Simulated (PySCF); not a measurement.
# Correlation energy of V²⁺ (vanadium, charge +2)

[Ar] 3d2 4p1, one real determinant (an excited configuration). Computed with PySCF 2.14 in def2-TZVPPD (6s6p4d2f1g, 67 functions), with the non-relativistic Hamiltonian (point nucleus). Frozen: [Ne]; 11 electrons correlated.

```json
{"level": "CCSD", "correlation energy (mhartree)": "-287.15"}
{"level": "(T)", "correlation energy (mhartree)": "-5.90"}
{"level": "CCSD(T)", "correlation energy (mhartree)": "-293.05"}
```

Diagnostics: T1 = 0.0081, D1 = 0.0292, largest double amplitude 0.037.

The real determinant used has ⟨L²⟩ near 14 against 20 for a pure G term, so it mixes terms.

Cost of the coupled-cluster step: roughly 22 core-seconds, for 11 correlated electrons.

Iterations:

```
CC2 = 0
CCSD nocc = (np.int64(7), np.int64(4)), nmo = (62, 62)
frozen orbitals [[0, 1, 2, 3, 4], [0, 1, 2, 3, 4]]
max_cycle = 100
direct = 0
conv_tol = 1e-08
conv_tol_normt = 1e-06
diis_space = 8
diis_start_cycle = 0
Init t2, MP2 energy = -0.259819119077548
Init E_corr(UCCSD) = -0.259819119082011
cycle = 1  E_corr(UCCSD) = -0.281387141119105  dE = -0.021568022  norm(t1,t2) = 0.0342989
cycle = 2  E_corr(UCCSD) = -0.285611657033676  dE = -0.00422451591  norm(t1,t2) = 0.0114528
cycle = 3  E_corr(UCCSD) = -0.287164209010735  dE = -0.00155255198  norm(t1,t2) = 0.0059157
cycle = 4  E_corr(UCCSD) = -0.287010452990713  dE = 0.00015375602  norm(t1,t2) = 0.00333091
cycle = 5  E_corr(UCCSD) = -0.286993626495709  dE = 1.6826495e-05  norm(t1,t2) = 0.002523
cycle = 6  E_corr(UCCSD) = -0.287158465867024  dE = -0.000164839371  norm(t1,t2) = 0.00136205
cycle = 7  E_corr(UCCSD) = -0.287144504878617  dE = 1.39609884e-05  norm(t1,t2) = 0.000695796
cycle = 8  E_corr(UCCSD) = -0.287145418849713  dE = -9.13971096e-07  norm(t1,t2) = 0.000414808
cycle = 9  E_corr(UCCSD) = -0.287149408414365  dE = -3.98956465e-06  norm(t1,t2) = 0.000266513
cycle = 10  E_corr(UCCSD) = -0.287150260066677  dE = -8.51652312e-07  norm(t1,t2) = 0.000145791
cycle = 11  E_corr(UCCSD) = -0.28715085023851  dE = -5.90171833e-07  norm(t1,t2) = 9.69472e-05
cycle = 12  E_corr(UCCSD) = -0.287150752353477  dE = 9.78850328e-08  norm(t1,t2) = 8.48877e-05
cycle = 13  E_corr(UCCSD) = -0.287150342609537  dE = 4.0974394e-07  norm(t1,t2) = 6.65882e-05
cycle = 14  E_corr(UCCSD) = -0.287150178795092  dE = 1.63814445e-07  norm(t1,t2) = 3.6368e-05
cycle = 15  E_corr(UCCSD) = -0.28715071074693  dE = -5.31951838e-07  norm(t1,t2) = 1.41081e-05
cycle = 16  E_corr(UCCSD) = -0.28715070258572  dE = 8.16121004e-09  norm(t1,t2) = 4.95201e-06
cycle = 17  E_corr(UCCSD) = -0.287150678886434  dE = 2.36992852e-08  norm(t1,t2) = 2.49395e-06
cycle = 18  E_corr(UCCSD) = -0.287150666866854  dE = 1.20195809e-08  norm(t1,t2) = 1.65989e-06
cycle = 19  E_corr(UCCSD) = -0.287150682014678  dE = -1.51478249e-08  norm(t1,t2) = 1.18077e-06
cycle = 20  E_corr(UCCSD) = -0.28715070160131  dE = -1.9586632e-08  norm(t1,t2) = 6.57257e-07
cycle = 21  E_corr(UCCSD) = -0.287150697989937  dE = 3.61137387e-09  norm(t1,t2) = 3.10547e-07
UCCSD converged
E(UCCSD) = -942.0752389039408  E_corr = -0.2871506979899365
UCCSD(T) correction = -0.00590015022597586
```

The reference is one real determinant that mixes LS terms of this configuration.

This basis was not built for core-valence correlation, so the inner-shell part is incomplete.
